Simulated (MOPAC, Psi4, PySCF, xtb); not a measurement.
Conformational energy of SMILES CC(C[SiH2]S)(C)C, singlet. Scanned: dihedral C2–C5–Si6–S7; all other coordinates were relaxed at GFN2-xTB. Points at φ and −φ are mirror images. Heavy atoms are numbered in the order of the SMILES CC(C)(C)C[SiH2]S, hydrogens after them in the order of the atoms that carry them; the mirror image has the same energies with the sign of each dihedral reversed.

- RKS-B3LYP/6-31G* = restricted B3LYP/6-31G*, spherical d, density fitting // GFN2-xTB in PySCF 2.14.0
- GFN1-xTB // GFN2-xTB (xtb)
- PM7, restricted, heats of formation // GFN2-xTB (MOPAC)
- PBE-D3(BJ)/def2-SVP // GFN2-xTB (Psi4)

Energies relative to the lowest point of each profile, in kJ/mol; the last columns give the difference from PBE-D3(BJ):

```tsv
φ / °	RKS-B3LYP/6-31G*	GFN1-xTB	PM7	PBE-D3(BJ)/def2-SVP	RKS-B3LYP/6-31G* − PBE-D3(BJ)/def2-SVP	GFN1-xTB − PBE-D3(BJ)/def2-SVP	PM7 − PBE-D3(BJ)/def2-SVP
-160	0.1	0.5	1.7	2.0	-1.9	-1.6	-0.4
-140	1.7	2.0	3.4	4.0	-2.3	-2.0	-0.7
-120	2.8	3.2	3.5	4.6	-1.8	-1.4	-1.1
-100	2.4	1.9	1.7	2.1	0.3	-0.2	-0.4
-80	2.6	0.8	0.2	0.6	2.0	0.1	-0.5
-60	3.2	0.0	3.1	0.0	3.2	0.0	3.1
-40	6.4	1.6	7.5	1.5	4.9	0.1	6.0
-20	11.2	6.2	11.1	6.5	4.7	-0.3	4.6
0	13.7	8.4	12.3	9.1	4.7	-0.6	3.2
20	11.2	6.2	11.1	6.5	4.7	-0.3	4.6
40	6.4	1.6	7.5	1.5	4.9	0.1	6.0
60	3.2	0.0	3.1	0.0	3.2	0.0	3.1
80	2.6	0.8	0.2	0.6	2.0	0.1	-0.5
100	2.4	1.9	1.7	2.1	0.3	-0.2	-0.4
120	2.8	3.2	3.5	4.6	-1.8	-1.4	-1.1
140	1.7	2.0	3.4	4.0	-2.3	-2.0	-0.7
160	0.1	0.5	1.7	2.0	-1.9	-1.6	-0.4
180	0.0	1.2	0.0	1.9	-1.9	-0.7	-1.9
```

RKS-B3LYP/6-31G* is furthest from PBE-D3(BJ)/def2-SVP at -40 (4.9 kJ/mol, above); its mean absolute difference over the points is 2.7 kJ/mol.

GFN1-xTB is furthest from PBE-D3(BJ)/def2-SVP at -140 (-2.0 kJ/mol, below); its mean absolute difference over the points is 0.7 kJ/mol.

PM7 is furthest from PBE-D3(BJ)/def2-SVP at -40 (6.0 kJ/mol, above); its mean absolute difference over the points is 2.1 kJ/mol.
